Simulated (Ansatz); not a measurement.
Relaxing a trial structure of C3H8N2OSi

The starting geometry of this gas-phase singlet was optimised with GFN2-xTB; its bonds are those of `C=CC(=O)N[SiH2]N`.

```yaml
atoms:
  - { symbol: C, position_ang: [-3.0777, 3.7515, -0.5227] }
  - { symbol: C, position_ang: [-2.9940, 2.4306, -0.4741] }
  - { symbol: C, position_ang: [-1.7110, 1.7343, -0.7250] }
  - { symbol: N, position_ang: [-1.7321, 0.3866, -0.7180] }
  - { symbol: N, position_ang: [-0.6042, -2.0462, -0.7740] }
  - { symbol: O, position_ang: [-0.6592, 2.3132, -0.9401] }
  - { symbol: Si, position_ang: [-0.1830, -0.3846, -0.9956] }
  - { symbol: H, position_ang: [-3.9963, 4.2846, -0.3464] }
  - { symbol: H, position_ang: [-2.1981, 4.3325, -0.7472] }
  - { symbol: H, position_ang: [-3.8517, 1.8090, -0.2524] }
  - { symbol: H, position_ang: [-2.5886, -0.0957, -0.5011] }
  - { symbol: H, position_ang: [0.2666, 0.0006, -2.3333] }
  - { symbol: H, position_ang: [0.7474, -0.0644, 0.0774] }
  - { symbol: H, position_ang: [0.1557, -2.7045, -0.7350] }
  - { symbol: H, position_ang: [-1.3493, -2.4367, -1.3299] }
```

Q: Where would you expect an optimisation with B3LYP/def2-SVP to take it?

A: It keeps its bonds, and is `C=CC(=O)N[SiH2]N`.

The energy falls by 0.18 eV over 18 steps:

| step | E − E(last) (eV) |
| --- | --- |
| 1 | 0.183 |
| 3 | 0.044 |
| 5 | 0.012 |
| 7 | 0.005 |
| 9 | 0.002 |
| 10 | 0.001 |
| 12 | 0.001 |
| 14 | 0.000 |
| 16 | 0.000 |
| 18 | 0.000 |

Final geometry (Å):

```xyz
15

C    -3.1200    3.8166   -0.4505
C    -3.0148    2.4846   -0.4429
C    -1.7094    1.8159   -0.7508
N    -1.6986    0.4460   -0.7155
N    -0.5509   -2.1408   -0.9275
O    -0.6922    2.4423   -1.0227
Si   -0.1988   -0.4568   -1.0643
H    -4.0625    4.3234   -0.2289
H    -2.2407    4.4239   -0.6846
H    -3.8790    1.8521   -0.2119
H    -2.5583   -0.0433   -0.4866
H     0.2315   -0.1555   -2.4534
H     0.8297   -0.0877   -0.0587
H    -0.3501   -2.6807   -0.0943
H    -0.7615   -2.7292   -1.7247
```

The end wasn't checked by frequencies. Run with Ansatz 0.2.0, 38 s on 4 threads of Arm Neoverse V2 (shared host).
